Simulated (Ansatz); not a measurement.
Consider the ligand exchange at the Si–C bond: `[F][Zn][CH2][SiH3]` + `[CH3][AlH][SH]` → `[CH3][AlH][S][SiH3]` + `[CH3][Zn][F]`.

Isolated molecules relaxed with PBE0-D4/def2-TZVP in Ansatz; ΔE leaves out vibrations. CBS: MP2 limit from def2 TZ/QZ plus the TZ coupled-cluster correction, frozen cores. This one scheme is used for every species. Functionals use def2-TZVPP. B3LYP here is the variant with VWN-RPA as its local correlation; programs differ in this. For Zn outer-core shells are correlated without core-valence functions, which leaves a few kJ/mol of doubt a bond. Scalar relativity is left out up to krypton. Each species was taken in one conformer, which may not be the lowest.

**Question.** Is it downhill or uphill in electronic energy at CCSD(T)/CBS, and by how much? (Best estimate.)

**Answer.** The calculation gave: Downhill: ΔE = -0.58 eV.

**Question.** What do these levels give: r2SCAN-D4, PBE0-D4, B3LYP-D4, ωB97M-V, PBE, B3LYP, HF/def2-TZVPP, SCS-MP2/def2-TZVPP, HF/def2-QZVPP, MP2/def2-QZVPP, SCS-MP2/def2-QZVPP, MP2/CBS(def2)? (Best estimate.)

**Answer.** Computed: r2SCAN-D4 -0.60, PBE0-D4 -0.61, B3LYP-D4 -0.60, ωB97M-V -0.58, PBE -0.57, B3LYP -0.55, HF/def2-TZVPP -0.54, SCS-MP2/def2-TZVPP -0.57, HF/def2-QZVPP -0.54, MP2/def2-QZVPP -0.61, SCS-MP2/def2-QZVPP -0.59, MP2/CBS(def2) -0.63 eV.

Largest T1 diagnostic among the species: 0.016.

The D4 term adds −0.05 eV with B3LYP and −0.03 eV with PBE0; it sums over pairs of atoms, weighted by their polarisabilities, and B3LYP, whose exchange is more repulsive, gets the larger term.
